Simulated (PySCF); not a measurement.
A run for PySCF: R-HF/STO-3G on BF2HO (SMILES OB(F)F), a point of a bond scan (R = 1.799 Å).

```python
from pyscf import gto, scf, dft, mp
from pyscf.data.elements import chemcore

mol = gto.M(
    atom='''
    B    -0.01132654   -0.00676178    0.01792770
    F     1.74054377   -0.28675664   -0.27855286
    F    -0.53872025   -0.47351002    1.13641053
    O    -0.79276045    0.65749755   -0.85724911
    H    -0.32999807    0.96290708   -1.64415257
    ''',
    basis='sto-3g',
    charge=0, spin=0, verbose=3, max_memory=1800)
mf = scf.RHF(mol)
mf.conv_tol = 1e-8
mf.max_cycle = 100
mf.kernel()
if not mf.converged:
    mf = mf.newton().run(mf.mo_coeff, mf.mo_occ)
```

It printed:

```
converged SCF energy = -294.918386948221
```

The calculation finished and met its thresholds.

Cost: roughly 0.18 core-seconds.
